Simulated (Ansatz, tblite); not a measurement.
Forces on Ga5F at its PBE-D4/def2-SVP geometry. Total charge 0; singlet.

The xTB rows come from tblite. The structure comes from a short search, and lower isomers may exist.

GFN1-xTB (tblite), largest force 0.82 eV/Å:

```xyz
6
positions Å, forces eV/Å
Ga    0.585   -1.172    0.679    0.608   -0.547   -0.030
Ga    1.757   -0.401   -1.382    0.096   -0.047   -0.050
Ga   -1.044   -0.794   -1.512   -0.035    0.216    0.170
Ga    1.145    1.526    0.600   -0.268   -0.030   -0.056
Ga   -1.430    1.246    0.113   -0.177    0.448   -0.309
F    -1.013   -0.406    1.502   -0.223   -0.041    0.275
```

GFN2-xTB (tblite), largest force 1.16 eV/Å:

```
Ga 0.618 -0.722 0.153
Ga 0.410 -0.074 -0.346
Ga -0.283 -0.283 -0.333
Ga 0.308 0.344 0.240
Ga -0.731 0.875 -0.205
F -0.322 -0.140 0.490
```

PBE-D4/def2-TZVP (Ansatz), largest force 0.18 eV/Å:

```
Ga 0.050 0.001 -0.051
Ga -0.020 0.002 0.018
Ga 0.026 0.020 -0.018
Ga 0.008 0.000 -0.037
Ga 0.012 0.048 -0.065
F -0.075 -0.071 0.153
```
